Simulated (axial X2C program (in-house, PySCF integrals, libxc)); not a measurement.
**What spin–orbit coupling does to InCl⁻**

Computed with an axial X2C code built on PySCF integrals. Spin-free means the one-electron spin-free X2C Hamiltonian; two-component (2c) means X2C with spin–orbit coupling and atomic mean-field two-electron Coulomb and Gaunt terms, so the difference of the two also holds small scalar two-electron terms. Basis: In dyall-acv3z [12s13p10d5f1g], Cl dyall-av3z [9s8p3d2f] (cores contracted in-house); Gaussian nuclei, density fitting, unrestricted open shells. Masses: In 114.904 u, Cl 34.969 u.

Spin-free state: M_S = 1/2, Λ = 1 (beyond evenly filled blocks: π+α); fragments In + Cl-.

```json
{"level": "PBE0", "Re (Å)": "2.563", "ωe (cm⁻¹)": "221.6", "De (eV)": "1.405", "μ (D)": "-1.64"}
{"level": "HF", "Re (Å)": "2.615", "ωe (cm⁻¹)": "199.8", "De (eV)": "1.086", "μ (D)": "-1.92"}
{"level": "MP2", "Re (Å)": "2.594", "ωe (cm⁻¹)": "217.9", "De (eV)": "1.378", "μ (D)": "n/a"}
{"level": "CCSD", "Re (Å)": "2.605", "ωe (cm⁻¹)": "212.4", "De (eV)": "1.352", "μ (D)": "n/a"}
{"level": "CCSD(T)", "Re (Å)": "2.604", "ωe (cm⁻¹)": "214.8", "De (eV)": "1.380", "μ (D)": "n/a"}
{"level": "B3LYP", "Re (Å)": "2.608", "ωe (cm⁻¹)": "206.6", "De (eV)": "1.278", "μ (D)": "-1.99"}
```

Correlated methods: 11 electrons correlated (number of frozen shells: In 4 s, 3 p, 2 d; Cl 2 s, 1 p), 289 virtual spin orbitals or spinors in MP2, 90 natural virtuals in coupled cluster.

Dipoles are positive if Cl is the positive end and refer to the centre of mass.

Within this multiplet, which Ω should lie lowest by the rule for regular and inverted multiplets?

The open π shell holds one electron, so the multiplet is regular: Ω = Λ − 1/2 = 1/2. The PBE0 2c search agrees.

Two-component determinant lowest at the distance of the search:

Ω = 1/2 (⟨Sz⟩ = -0.50, ⟨Lz⟩ = 1.00 at HF); fragments In + Cl-.

```csv
level,Re (Å),ωe (cm⁻¹),De (eV),μ (D)
PBE0,2.571,218.2,n/a,-1.82
HF,2.626,195.9,n/a,-2.14
MP2,2.601,214.8,1.280,n/a
CCSD,2.612,209.3,1.258,n/a
CCSD(T),2.611,211.8,1.285,n/a
B3LYP,2.618,202.6,n/a,-2.19
```

From the two tables, how do the constants change at the CCSD(T) level (2c against spin-free)?

At the CCSD(T) level Re goes up by 0.007 Å and ωe goes down by 3.0 cm⁻¹; De changes by -0.095 eV.

The state is a single determinant with fixed occupations, the lowest that a limited PBE0 search found. Dissociation energies refer to the lowest single-determinant-based atoms at the same level and basis. De is not given where an atomic determinant may have missed its ground term or J level, or where the truncated virtual space spoils (T). Density functionals use the spin component along the axis (collinear). Coupled cluster ran in a truncated set of natural virtual spinors; the MP2 energy of the rest was added. (T) has no such correction and the atoms are truncated less, which lowers De at CCSD(T) by a hundredth of an eV or more. The highest occupied level is positive at some bond lengths even in Hartree–Fock (under at least one Hamiltonian), so the basis set holds the extra electron there; where that holds at Re the anion is at best weakly bound and its constants depend on the basis. Without a current term, density functionals place determinants with orbital angular momentum somewhat too high. With the outer-core shells frozen, correlated bond lengths of heavy atoms tend to come out a few hundredths of an ångström too long. Hartree–Fock gets electron affinities wrong, so its lowest charge split need not be the true one.
